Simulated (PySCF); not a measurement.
SiH2Cl3F, singlet: at a first-order saddle point.

run.py

```python
import json, numpy as np
from pyscf import gto, scf, dft, mp, cc
EV, BOHR = 27.211386245988, 0.529177210903
mol = gto.M(atom="""
Si -0.329534 -0.052438 -0.073419
H 1.232368 -0.560087 -0.309664
Cl -0.808114 -1.624562 -1.334363
Cl -1.300110 -0.573425 1.626644
Cl -1.023321 1.541225 -1.113742
H 1.389059 0.206929 0.298918
F 0.839652 1.062459 0.905627
""", basis="def2-tzvpp", charge=0, spin=0, max_memory=8670, verbose=0)
def mean_field(mol, dm=None):
    mf = dft.RKS(mol, xc="b3lypg").density_fit()
    mf.conv_tol = 1e-9; mf.grids.level = 4
    mf.kernel(dm0=dm)
    if not mf.converged: mf = mf.newton().run(mf.mo_coeff, mf.mo_occ)
    assert mf.converged
    return mf
def d4(mol):
    from pyscf.dispersion.dftd4 import DFTD4Dispersion
    real = gto.M(atom=[(mol.atom_pure_symbol(i), mol.atom_coord(i)) for i in range(7)], unit='B', charge=mol.charge, spin=None, basis='def2-svp', verbose=0)
    r = DFTD4Dispersion(real, xc="b3lyp", atm=True).get_dispersion(grad=True); return r["energy"], r["gradient"]
def energy_and_gradient(mol, dm=None):
    mf = mean_field(mol, dm); e, g = d4(mol)
    return mf, (mf.e_tot + e) * EV, (mf.nuc_grad_method().kernel()[:7] + g) * EV / BOHR
out = {}
mf = mean_field(mol); e = d4(mol)[0]
out.update(energy=(mf.e_tot + e) * EV, converged=True, dispersion=e * EV)
out['s2'] = mf.spin_square()[0]; out['nelec'] = mol.nelec
print(f"Total energy {out['energy']:.6f} eV, <S^2> {out['s2']:.4f}")
json.dump(out, open("out.json", "w"), default=float)
```

Command:

```bash
OMP_NUM_THREADS=4 python run.py
```

It printed (PySCF 2.14):

```
Total energy -48202.557881 eV, <S^2> 0.0000
```

Time: 15 s of wall clock on 4 CPU threads of an Arm Neoverse V2; the host was shared. Peak host memory: 0.89 GiB.
